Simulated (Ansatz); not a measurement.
```csv
atom,x (Å),y (Å),z (Å)
Li,-0.0246,0.0304,-1.1802
F,0.0039,0.0160,0.4302
```

Basis set: aug-cc-pVDZ (spherical functions). Frozen core: 1 orbital. Charge 0, multiplicity 1.

Computed with Ansatz (development build ahead of 0.2.0); each method stands on the lowest determinant of its kind that the runs found. Restricted open shells among the atoms or ions are ROHF, correlated in semicanonical orbitals with singles.

Task: Give the atomization energy at this shape (free ground-state atoms in the same class of orbitals less the molecule, no zero-point energy) of singlet LiF by RHF-MP2, RHF.

Result:

```json
{"method": "RHF-MP2", "atomization energy": "6.08 eV"}
{"method": "RHF", "atomization energy": "4.01 eV"}
```
